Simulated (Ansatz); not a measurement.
# Energy profile

The step: CH₄Zn ([CH3][ZnH]) + CH₃ → C₂H₅Zn ([CH2][Zn][CH3]) + H₂; bonds formed: H1–H5, Zn3–C4; bonds broken: H1–C2, Zn3–H5 (atoms numbered as in the saddle structure below).

```
10
angstrom
H 2.1283 -0.0147 -0.7386
C 0.9636 0.4612 -1.2775
Zn -0.4095 0.0656 0.0168
C -1.7627 -0.3486 1.3400
H 2.9756 -0.2842 -0.5016
H 0.9644 -0.0817 -2.2243
H 1.2483 1.5024 -1.4393
H -1.9994 -1.4158 1.3363
H -2.6870 0.2006 1.1438
H -1.4217 -0.0848 2.3445
```

Electronic energies by CCSD(T) at an estimated basis limit (MP2 extrapolated from triple and quadruple zeta, plus CCSD(T) − MP2 in triple zeta), on PBE0-D4/def2-TZVP structures; C2H7Zn, doublet; no counterpoise correction; spin–orbit coupling, which lowers free halogen atoms and radicals such as OH and SH, is left out. Program: Ansatz 0.2.0. Basis: def2-TZVPP and def2-QZVPP. Cores are frozen in the correlated methods; orbitals are unrestricted. The 3s and 3p shells of Cu and Zn are frozen; filled d shells are correlated. Extrapolation: Hartree–Fock as exp(−7.88 √X), correlation as X^−2.97.

Q: Give the profile in kJ/mol, counted from the separated reactants. (To be estimated.)

A: By the calculation:
| point | kJ/mol |
| --- | --- |
| separated: C2H6Zn (linked as [CH3][Zn][CH3]; H1, C2, Zn3, C4, H6, H7, H8, H9, H10; singlet) + H (H5; doublet) | 0.0 |
| start structure | -36.6 |
| saddle | 43.4 |
| end structure | -12.3 |
| separated: H2 (H1, H5; singlet) + C2H5Zn (linked as [CH2][Zn][CH3]; C2, Zn3, C4, H6, H7, H8, H9, H10; doublet) | -10.8 |

No T1 diagnostic of these runs exceeds 0.016. ⟨S²⟩ of the unrestricted Hartree–Fock references: 0.76 to 0.79 (a pure state has 0.75).

For scale, one of the runs: CCSD(T)/def2-TZVPP, 224 basis functions, launched by `ansatz run in.yaml --threads 8 --pin off --events-out ev --progress --plain --max-ram 19148MiB`. Hardware: 8 CPU threads of an Arm Neoverse V1, shared host. Wall time 3.3 min; peak host memory 9.6 GiB.
